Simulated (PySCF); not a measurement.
# Indium: a sound run and one with changed settings

Sound run: In [Kr] 4d10 5s2 5p1, In⁺ [Kr] 4d10 5s2. Calculation: PySCF 2.14, in cc-pVTZ-PP with ECP28MDF (5s4p3d1f, 39 functions); scalar relativity through the core potential. The sound run starts from symmetry-adapted Hartree-Fock orbitals and uses a fine grid where one is needed.

Changed run: 6 angular points. This setting is unsound on purpose.

```
species  method  sound run (hartree)  changed run (hartree)  converged
     In     UHF           -189.21033             -189.21033        yes
     In    BP86           -190.23165             -191.80174         no
     In     LDA           -189.79575             -191.28481         no
    In⁺     UHF           -189.01875             -189.01875        yes
    In⁺    BP86           -190.02150             -190.95604        yes
    In⁺     LDA           -189.58587             -190.47814        yes
```

Ionisation energy of In:

| method | sound run (eV) | changed run (eV) |
| --- | --- | --- |
| UHF | 5.213 | 5.213 |

A coarse angular grid integrates products of high-l functions wrongly, so density functionals can shift, and the SCF can exploit the error; Hartree-Fock and MP2 need no grid.

For comparison, NIST gives 5.786 eV between the lowest levels.
